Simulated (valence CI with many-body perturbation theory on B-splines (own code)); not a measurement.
## Dy45+ in brief

Level of theory: valence CI with perturbative core correlation (CI+MBPT): three valence electrons over a frozen Dirac-Fock core [Ar], a basis of 7 s, 7 p, 8 d, 6 f, 4 g, 1 h functions for each j, with the one-electron correlation potential Σ1 (screened to all orders), the two-electron term Σ2, the three-electron term Σ3, Breit, model QED; selected single and double excitations, second order for the rest, scaled by the run's own slope (own B-spline code, finite nucleus).

No measured spectrum was set against this ion. As an estimate, large intervals hold to a few tenths of a per cent, small ones and those within an open d or f shell to about a per cent. Only levels of the ground parity were solved; by the run's estimate the other parity begins above the list, which can be wrong where configurations are misplaced.

Levels are named by their leading jj configuration (3d3/2^4 stands for four electrons in 3d with j = 3/2), which in mixed levels can hold well under half, so a name can repeat and another be missing.

Rates and lifetimes use the calculated energies. Strong lines usually hold to 10 to 20 %, long lifetimes can be off by a factor of two.

Q: What is the ground level?

A: (3d3/2^3) J=3/2, composition 49 % 3d3 4F + 37 % 3d3 2D + 10 % 3d3 2P, g = 0.687.

Q: Name the longest-lived excited levels whose lifetime is computed, and their main decay.

A: (3d3/2^2 3d5/2) J=9/2 at 360200 cm⁻¹ lives 1.23 s, mostly by M1 to (3d3/2^2 3d5/2) J=7/2.

Q: How well does LS coupling describe the low levels?

A: Among the lowest 19 levels the leading LS term, summed over configurations, holds 57 % on average. For single configurations the figures are 57 % in LS and 96 % in jj coupling. Terms mix most in the J = 3/2 level at 334480 cm⁻¹, where the leading one holds 39 %.

Q: What is the ionisation energy?

A: 3725.5 eV; NIST lists 3725 ± 4 eV (theoretical).
